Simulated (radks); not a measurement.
Values are calculated unless marked as measured or tabulated.
Valence configurations of S II (all share [Ne]). Level of theory: non-relativistic Kohn-Sham, r2SCAN, spin-polarised, spherical densities, point nucleus; open shells are filled with parallel spins first; meta-GGA in the generalised Kohn-Sham scheme (a radial shooting solver on a logarithmic mesh with Libxc functionals). Energies are relative to 3s2 3p3; eigenvalues in eV for spin up.

\begin{tabular}{lrrrr}
valence & E (eV) & moment (Bohr magnetons) & e(3p) & e(3s) \\ \hline
3s2 3p3 & 0.000 & 3 & -18.472 & -29.854 \\
3s1.5 3p3.5 & 5.533 & 3 & -18.833 & -30.306 \\
3s1 3p4 & 10.886 & 3 & -19.222 & -30.791 \\
3s0.5 3p4.5 & 18.539 & 2 & -19.055 & -30.575 \\
3p5 & 25.363 & 1 & -18.762 & - \\
\end{tabular}

NIST lists [Ne] 3s2 3p3 as the ground configuration; this level of theory agrees among the configurations tried. The energies are those of spherical high-spin densities, not of single terms.
